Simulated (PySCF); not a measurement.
## Computed properties of C4H2ClF, SMILES F/C=C(\C#C)Cl

C4H2ClF, SMILES C#C/C(Cl)=C\F. Geometry optimised at ωB97X-D3(BJ)/def2-SVP. The structure was generated by enumeration; whether it is a known compound was not checked. One conformer was computed; it need not be the lowest. All values are computed for the isolated molecule unless a solvent is named; none is compared with measurement here.

**Structure.** The optimised structure has Cs symmetry. All 18 harmonic modes at ωB97X-D3(BJ)/def2-SVP (PySCF) are real, so it is a minimum. With heavy atoms numbered as in [CH:1]#[C:2]/[C:3]([Cl:4])=[CH:5]\[F:6], the shortest bond between them is C1–C2 at 1.209 Å and the longest C3–Cl4 at 1.737 Å.

**Vibrations.** The strongest infrared lines (harmonic, unscaled, degenerate partners summed) lie at 1095 cm⁻¹ (129 km/mol, C 82 %, F 8 %), 1232 cm⁻¹ (116 km/mol, C 41 %, F 30 %, H 29 %), 3484 cm⁻¹ (79 km/mol, H 85 %, C 15 %). The softest mode is at 137 cm⁻¹ and the zero-point energy is 28.7 kcal/mol.

**Electronic structure.** r2SCAN/def2-TZVP (PySCF) places the frontier levels at -6.27 and -2.03 eV, a gap of 4.24 eV, and gives a dipole moment of 0.28 D and a mean polarisability of 60.3 bohr³. PBE/def2-TZVP (PySCF) at the same geometry gives -6.06 and -2.16 eV, so its gap is 0.34 eV narrower. An orbital gap is neither the optical nor the fundamental gap.

**Excitations.** TDA-PBE0/def2-SVPD (PySCF) has S1 at 5.13 eV (242 nm, f = 0.000, dark); the most intense of the 10 singlets computed lies at 5.74 eV (f = 0.22). T1 (TDA) is at 3.23 eV, 1.90 eV under S1. TDA-PBE/def2-SVPD (PySCF) puts S1 at 4.68 eV. No vertical singlet excitation falls in the visible range (under 3.1 eV).

**NMR.** GIAO shifts at KT2/pcSseg-1 (PySCF) (non-relativistic, atoms alike by connectivity averaged): ¹³C from 74.5 to 158.8 ppm against TMS; ¹H from 4.1 to 7.6 ppm against TMS; ¹⁹F at -136.3 ppm against CFCl3. Without spin–orbit terms, shifts of atoms bonded to Cl or Br come out too high.

**Solvation.** SMD-B3LYP/6-31G* (PySCF) gives 0.5 kcal/mol in water, -2.2 kcal/mol in 1-octanol, -2.4 kcal/mol in n-hexane (1 M in both phases, gas-phase geometry).
